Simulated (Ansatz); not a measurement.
```yaml
crystal:
  periodic: [false, false, false]
  atoms:
    - {symbol: O, position_ang: [-0.517182, -1.346966, 0.002965]}
    - {symbol: Ge, position_ang: [0.356614, 0.192405, 0.137760]}
    - {symbol: S, position_ang: [-1.002584, 1.929244, 0.105204]}
    - {symbol: H, position_ang: [-1.178147, -1.335137, -0.693774]}
    - {symbol: H, position_ang: [1.287185, 0.407406, -1.072188]}
    - {symbol: H, position_ang: [1.096114, 0.089049, 1.473833]}
basis:
  gaussian: {orbitals: cc-pVTZ-DK, fitting: {mean_field: cc-pVTZ-jkfit}}
magnetization: {spin_polarized: true, initial_magnetization: 1}
hamiltonian: {xc: {name: LC-wPBE}}
```

```sh
$ ansatz run in.yaml --threads 2 --pin off --events-out ev --progress --plain --max-ram 31744MiB --backend cpu
```

It prints (some lines left out):

```
Functional definition: LC-wPBE
497 factors; integrals over basis functions are off by at most 7.3e-1 eV
497 factors; integrals over basis functions are off by at most 6.7e-5 eV
mean field evaluation 1: about -70060.0161 eV, gradient 3.7e1 eV
mean field evaluation 2: about -70058.3903 eV, gradient 4.6e1 eV
mean field evaluation 4: about -70064.7667 eV, gradient 1.6e0 eV
mean field evaluation 8: about -70064.7974 eV, gradient 1.1e-1 eV
mean field evaluation 16: about -70064.8012 eV, gradient 6.2e-2 eV
mean field evaluation 32: about -70064.7792 eV, gradient 1.5e0 eV
mean field -70064.80117636 eV, -2574.8339516032 hartree, gradient 8.4e-6 eV, S^2 0.755546; 2 other end points of the search recorded, 0 dependent functions left out
reference -70064.80117637 eV, -2574.8339516035 hartree; 30, 29 occupied and 119, 120 virtual orbitals, 497 factors
Total energy: -70064.80117637 eV, -2574.8339516035 hartree
Relativity: scalar
```

It took 7 s on 2 threads of a server CPU on a shared host, with 0.39 GiB of host memory at the peak.
